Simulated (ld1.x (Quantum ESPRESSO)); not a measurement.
**Ce: one change to a TM semilocal potential, before and after**

cerium, norm-conserving Troullier–Martins (semilocal form), made with ld1.x (Quantum ESPRESSO) 7.5 (BP86, scalar-relativistic). Core [Kr] 4d10, reference 4f1 5s2 5p6 5d1 6s0 6p0 (charge +2). Waves: 5s (bound): rc 1.55 bohr; 5d (bound): rc 3.75 bohr; 4f (bound): rc 1.70 bohr; 5p (bound): rc 1.85 bohr. Local part: the p channel. Core correction: none.

Change: wave 4f (bound): rc 1.70 bohr becomes 4f (bound): rc 1.16 bohr.

Cutoffs: the cutoffs (Ry, on a coarse ladder) from which the occupation-weighted sum of valence levels, in a spherical-Bessel basis at the reference potential, stays within 10 and 1 mRy of its value at 400 Ry; they do not see the model core or the augmentation charge, which bear on the density cutoff. Errors are all-electron minus pseudo energies relative to the spin-unpolarised reference configuration.

Problem. What does the change do?

Solution. The potential gets harder (110 Ry and 140 Ry → 200 Ry and 230 Ry); of the 6 tests that both files solve, the error grows in 0 and shrinks in 1 by more than 15 % and 0.3 meV (median size 137.5 → 139.5 meV); the range in which the f phases agree widens (upper end -0.2 → 1.9); neither file shows a bound ghost at the reference potential, the only one tested. A smaller radius makes the pseudo-wave follow the all-electron one further in, where it bends more sharply, so more plane waves are needed. A semilocal file is local in each channel, so a ghost entry of none says nothing of the separable form that plane-wave codes build from it.

| quantity | base | changed |
| --- | --- | --- |
| cutoff, loose | 110 Ry | 200 Ry |
| cutoff, tight | 140 Ry | 230 Ry |
| loose cutoff by channel (10 mRy a level) | s 45 Ry, d 10 Ry, f 110 Ry, p 25 Ry | s 45 Ry, d 10 Ry, f 200 Ry, p 25 Ry |
| bound ghosts | none | none |
| tests counted (converged, no solver errors) | 6 of 7 | 6 of 7 |
| error for 4f1 5s2 5p6 5d1 6s2 6p0, meV [ΔE -17.45 eV] | +93 | +93 |
| error for 4f1 5s2 5p6 5d1 6s1 6p0, meV [ΔE -11.21 eV] | +63 | +63 |
| error for 4f1 5s2 5p6 5d0 6s0 6p0, meV [ΔE 19.20 eV] | +13 | +13 |
| error for 4f1 5s1 5p6 5d1 6s2 6p0, meV [ΔE 28.41 eV] | +183 | +186 |
| error for 4f0 5s2 5p6 5d2 6s2 6p0, meV [ΔE -12.64 eV] | +840 | +708 |
| error for 4f0 5s2 5p6 5d0 6s0 6p0, meV [ΔE 57.08 eV] | +998 | +861 |
| s: phases at 4.04 bohr within 0.05 rad from the reference energy up to (Ry; the scan ends near 5) | -1.2 | -1.2 |
| p: phases at 4.04 bohr within 0.05 rad from the reference energy up to (Ry; the scan ends near 5) | 1.7 | 1.7 |
| d: phases at 4.04 bohr within 0.05 rad from the reference energy up to (Ry; the scan ends near 5) | 0.1 | 0.1 |
| f: phases at 4.04 bohr within 0.05 rad from the reference energy up to (Ry; the scan ends near 5) | -0.2 | 1.9 |

Base: Tests not counted: 4f1 5s2 5p6 5d0 6s2 6p1 (converged, but collapsed or in another state, printed error -33.9 eV). These tests converged, but a pseudo level misses the all-electron one widely, so the file describes the atom poorly there or has found another state: 4f1 5s2 5p6 5d0 6s0 6p0: empty 6p by 11.1 eV; 4f1 5s1 5p6 5d1 6s2 6p0: empty 6p by 4.5 eV. ld1.x printed “convergence not achieved” for 6 of the counted tests; their residual had stalled under 1e-8, short of the target of 1e-14. Changed file: Tests not counted: 4f1 5s2 5p6 5d0 6s2 6p1 (pseudo-atom not self-consistent, printed error -27.1 eV). These tests converged, but a pseudo level misses the all-electron one widely, so the file describes the atom poorly there or has found another state: 4f1 5s2 5p6 5d0 6s0 6p0: empty 6p by 11.1 eV; 4f1 5s1 5p6 5d1 6s2 6p0: empty 6p by 4.5 eV. ld1.x printed “convergence not achieved” for 6 of the counted tests; their residual had stalled under 1e-8, short of the target of 1e-14.
